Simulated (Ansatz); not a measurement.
Reactions of C4H4Sn (`C#[C][SnH2][C]#C`).

Calculated with Ansatz (gas phase, PBE0-D4/def2-TZVP geometries, no zero-point term in ΔE). CBS: MP2 limit from def2 TZ/QZ plus the TZ coupled-cluster correction, frozen cores. This one scheme is used for every species. Functionals use def2-TZVPP. B3LYP here is the variant with VWN-RPA as its local correlation; programs differ in this. def2 core potentials past Kr. For Ge, Sn, Zr outer-core shells are correlated without core-valence functions, which leaves a few kJ/mol of doubt a bond. Scalar relativity is left out up to krypton. Each species was taken in one conformer, which may not be the lowest.

```
                                                                                 reaction  B3LYP-D4 (kcal/mol)  ωB97M-V (kcal/mol)  PBE0-D4 (kcal/mol)  PBE-D4 (kcal/mol)  CCSD(T)/CBS(def2) (kcal/mol)
`C#[C][SnH2][C]#C` + `[F][Zr]([F])([F])[F]` → `C#[C][SnH2][F]` + `C#[C][Zr]([F])([F])[F]`                 25.3                26.7                26.5               25.5                          26.3
                                     `C#[C][SnH2][C]#C` + HCl → `C#[C][SnH2][Cl]` + `C#C`                -19.1               -18.2               -18.3              -18.2                         -17.4
                    `C#[C][SnH2][C]#C` + `[Cl][GeH3]` → `C#[C][SnH2][Cl]` + `C#[C][GeH3]`                 -5.5                -4.8                -5.3               -5.5                          -5.3
                              `C#[C][SnH2][C]#C` + `BOCF` → `[BH2][SnH2][C]#C` + `C#COCF`                 62.5                64.1                60.0               58.9                          65.9
                              `C#[C][SnH2][C]#C` + `CC(O)F` → `C#COC(C)F` + `C#[C][SnH3]`                 25.2                27.0                24.7               23.5                          30.9
                        `C#[C][SnH2][C]#C` + `BOC(C)F` → `[BH2][SnH2][C]#C` + `C#COC(C)F`                 61.8                63.4                59.3               58.2                          65.3
                                    `C#[C][SnH2][C]#C` + CH₃NH₂ → `C#CNC` + `C#[C][SnH3]`                 10.7                12.7                 9.9                8.9                          16.6
                      `C#[C][SnH2][C]#C` + `ClB(Cl)Cl` → `C#[C][SnH2][Cl]` + `C#CB(Cl)Cl`                -12.9               -10.3               -11.6              -11.8                         -10.2
                                          `C#[C][SnH2][C]#C` + H₂ → `C#[C][SnH3]` + `C#C`                 -1.9                -1.8                -2.1               -1.5                           0.3
                                    `C#[C][SnH2][C]#C` + BH₃ → `[BH2][SnH2][C]#C` + `C#C`                  4.5                 4.9                 3.3                2.4                           5.2
```

Largest T1 diagnostic: 0.018, for `[F][Zr]([F])([F])[F]`.
